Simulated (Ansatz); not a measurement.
Start from `C#[C][GeH2][SbH2]` and change one element to get `C#[C][GeH2][NH2]`.

Ansatz, PBE0-D4/def2-TZVP geometries, multiplicity 1. Each molecule was computed in one conformer, which needn't be the lowest.

Elements past krypton have def2 core potentials. Scalar relativity is left out up to krypton.

```csv
property,`C#[C][GeH2][SbH2]`
HOMO energy (ωB97M-V/def2-TZVPP) / eV,-9.19
HOMO–LUMO gap (PBE/def2-TZVPP) / eV,4.69
zero-point energy (PBE0-D4/def2-TZVP) / kJ/mol,127.0
HOMO energy (PBE0/def2-TZVPP) / eV,-7.22
LUMO energy (ωB97M-V/def2-TZVPP) / eV,0.82
HOMO–LUMO gap (PBE0/def2-TZVPP) / eV,6.41
```

(1) What does the change do to each property? (Best estimate.)

## Answers

(1) The calculation gave: 
```csv
property,`C#[C][GeH2][NH2]`,shift
HOMO energy (ωB97M-V/def2-TZVPP) / eV,-9.93,-0.74
HOMO–LUMO gap (PBE/def2-TZVPP) / eV,5.12,0.43
zero-point energy (PBE0-D4/def2-TZVP) / kJ/mol,159.5,32.5
HOMO energy (PBE0/def2-TZVPP) / eV,-7.57,-0.35
LUMO energy (ωB97M-V/def2-TZVPP) / eV,1.68,0.86
HOMO–LUMO gap (PBE0/def2-TZVPP) / eV,7.45,1.04
```

With PBE0 the HOMO falls by 0.35 eV and the LUMO rises by 0.69 eV, so the gap widens by about 1.04 eV. PBE moves the HOMO by 0.13 eV and ωB97M-V by -0.74 eV.

Spin–orbit coupling is left out; it splits and shifts lone-pair levels of the heavy atoms by tenths of an eV.
